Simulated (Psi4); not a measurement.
C2H6BFO (SMILES CCB(O)F), singlet, geometry from GFN2-xTB; CCSD/def2-SVP run with Psi4.

Input for Psi4:
```
memory 2 GB

molecule {
0 1
  B     0.18569128    0.27107935    0.52998451
  F     0.68811954    0.13065850    1.75791099
  C    -0.04196034   -1.03982700   -0.35050706
  C    -0.62120407   -0.78609412   -1.74451260
  H    -0.70078725   -1.72130863    0.19283156
  H     0.90825001   -1.57014191   -0.44824823
  H     0.04229961   -0.15000317   -2.32831376
  H    -1.59505917   -0.30383066   -1.67594999
  H    -0.74823414   -1.72181337   -2.28398637
  O    -0.07642209    1.52907780    0.16874605
  H    -0.43763813    1.65867881   -0.70730512
}

set basis def2-svp
set freeze_core true

energy('ccsd')
print_variables()
```

Predict the main parts of the log of this Psi4 run.


```
   => Loading Basis Set <=

    Name: DEF2-SVP
    Role: ORBITAL
    Keyword: BASIS

         ---------------------------------------------------------
                                   SCF
               by Justin Turney, Rob Parrish, Andy Simmonett
                          and Daniel G. A. Smith
                              RHF Reference
         ---------------------------------------------------------

  ==> Geometry <==

    Molecular point group: c1
    Full point group: C1

    Geometry (in Angstrom), charge = 0, multiplicity = 1:

       Center              X                  Y                   Z               Mass
    ------------   -----------------  -----------------  -----------------  -----------------
         B            0.141165176478     0.216182346581     0.405284339491    11.009305360000
         F            0.643593436478     0.075761496581     1.633210819491    18.998403162730
         C           -0.086486443522    -1.094724003419    -0.475207230509    12.000000000000
         C           -0.665730173522    -0.840991123419    -1.869212770509    12.000000000000
         H           -0.745313353522    -1.776205633419     0.068131389491     1.007825032230
         H            0.863723906478    -1.625038913419    -0.572948400509     1.007825032230
         H           -0.002226493522    -0.204900173419    -2.453013930509     1.007825032230
         H           -1.639585273522    -0.358727663419    -1.800650160509     1.007825032230
         H           -0.792760243522    -1.776710373419    -2.408686540509     1.007825032230
         O           -0.120948193522     1.474180796581     0.044045879491    15.994914619570
         H           -0.482164233522     1.603781806581    -0.832005290509     1.007825032230

  Running in c1 symmetry.

  Rotational constants: A =      0.29425  B =      0.11403  C =      0.08474 [cm^-1]
  Rotational constants: A =   8821.43428  B =   3418.55706  C =   2540.57942 [MHz]
  Nuclear repulsion =  168.746770824224853

  Charge       = 0
  Multiplicity = 1
  Electrons    = 40
  Nalpha       = 20
  Nbeta        = 20

  ==> Algorithm <==

  SCF Algorithm Type is PK.
  DIIS enabled.
  MOM disabled.
  Fractional occupation disabled.
  Guess Type is SAD.
  Energy threshold   = 1.00e-08
  Density threshold  = 1.00e-08
  Integral threshold = 1.00e-12

  ==> Primary Basis <==

  Basis Set: DEF2-SVP
    Blend: DEF2-SVP
    Number of shells: 48
    Number of basis functions: 100
    Number of Cartesian functions: 105
    Spherical Harmonics?: true
    Max angular momentum: 2

  ==> Integral Setup <==

  Using in-core PK algorithm.
   Calculation information:
      Number of atoms:                  11
      Number of AO shells:              48
      Number of primitives:             90
      Number of atomic orbitals:       105
      Number of basis functions:       100

      Integral cutoff                 1.00e-12
      Number of threads:                 1

  Performing in-core PK
  Using 25507550 doubles for integral storage.
  We computed 638767 shell quartets total.
  Whereas there are 692076 unique shell quartets.

  ==> DiskJK: Disk-Based J/K Matrices <==

    J tasked:                  Yes
    K tasked:                  Yes
    wK tasked:                  No
    Schwarz Cutoff:          1E-12

  Minimum eigenvalue in the overlap matrix is 3.4683218293E-03.
  Reciprocal condition number of the overlap matrix is 5.5254184566E-04.
    Using symmetric orthogonalization.

  ==> Pre-Iterations <==

  SCF Guess: Superposition of Atomic Densities via on-the-fly atomic UHF (no occupation information).

   -------------------------
    Irrep   Nso     Nmo
   -------------------------
     A        100     100
   -------------------------
    Total     100     100
   -------------------------

  ==> Iterations <==

                        Total Energy        Delta E     RMS |[F,P]|

   @RHF iter SAD:  -277.12631622946191   -2.77126e+02   0.00000e+00
[...]
  @RHF Final Energy:  -278.13629767211751
    Total Energy =                       -278.1362976721175073
[...]
    Print Level     =     1
    Num. of threads =     1
    # Amps to Print =     10
    Print MP2 Amps? =     No
    Analyze T2 Amps =     No
    Print Pair Ener =     No
    Local CC        =     No
    SCS-MP2         =     False
    SCSN-MP2        =     False
    SCS-CCSD        =     False

MP2 correlation energy -0.7382108710200815
                Solving CC Amplitude Equations
                ------------------------------
  Iter             Energy              RMS        T1Diag      D1Diag    New D1Diag    D2Diag
  ----     ---------------------    ---------   ----------  ----------  ----------   --------
     0        -0.738210871020082    0.000e+00    0.000000    0.000000    0.000000    0.121743
     1        -0.759648634558608    7.327e-02    0.009130    0.035323    0.035323    0.129832
     2        -0.775922479431486    2.368e-02    0.009248    0.036144    0.036144    0.134113
     3        -0.779913396360234    1.068e-02    0.010844    0.044015    0.044015    0.136128
     4        -0.779849211973544    2.416e-03    0.011168    0.046027    0.046027    0.136273
     5        -0.779863105629228    8.958e-04    0.011283    0.046860    0.046860    0.136280
     6        -0.779872668956336    2.966e-04    0.011323    0.047178    0.047178    0.136271
     7        -0.779865453862304    9.105e-05    0.011330    0.047247    0.047247    0.136264
     8        -0.779863767116289    2.887e-05    0.011332    0.047263    0.047263    0.136263
     9        -0.779864540427549    1.060e-05    0.011332    0.047267    0.047267    0.136263
    10        -0.779864065495111    3.776e-06    0.011332    0.047267    0.047267    0.136263
    11        -0.779864081432029    1.300e-06    0.011332    0.047267    0.047267    0.136263
    12        -0.779864035232546    4.868e-07    0.011332    0.047267    0.047267    0.136263
    13        -0.779864029916531    1.936e-07    0.011332    0.047267    0.047267    0.136263
    14        -0.779864030288755    6.017e-08    0.011332    0.047267    0.047267    0.136263

    Iterations converged.

    Largest TIA Amplitudes:
              6   1         0.0362237304
             11   1         0.0228667835
              6  11         0.0124435211
              6   6         0.0115582077
              8   8         0.0092732350
              7  10        -0.0088103878
             11  11         0.0078236673
              5  15         0.0071821221
              8   0         0.0070745719
              9  25        -0.0058836079

    Largest TIjAb Amplitudes:
     11  11   1   1        -0.0331200771
     11  11  31  31        -0.0329115566
     14  14  12  12        -0.0263635540
     12  12  24  24        -0.0230321906
     11  11   1  31         0.0213428625
     11  11  31   1         0.0213428625
     12  12   9   9        -0.0212517799
     13  13  13  13        -0.0203876641
      6   6   1   1        -0.0194739537
     13  13  23  23        -0.0191907721

    SCF energy       (wfn)                    = -278.136297672117507
    Reference energy (file100)                = -278.136297672117053

    Opposite-spin MP2 correlation energy      =   -0.553303406430112
    Same-spin MP2 correlation energy          =   -0.184907464589970
    Singles MP2 correlation energy            =   -0.000000000000000
    MP2 correlation energy                    =   -0.738210871020082
      * MP2 total energy                      = -278.874508543137154

    Opposite-spin CCSD correlation energy     =   -0.611176236512258
    Same-spin CCSD correlation energy         =   -0.168687793776496
    Singles CCSD correlation energy           =    0.000000000000000
    CCSD correlation energy                   =   -0.779864030288755
      * CCSD total energy                     = -278.916161702405816

  Variable Map:
  ----------------------------------------------------------------------------
[...]
  Array Variable Map:
  ----------------------------------------------------------------------------
[...]
[...]
```
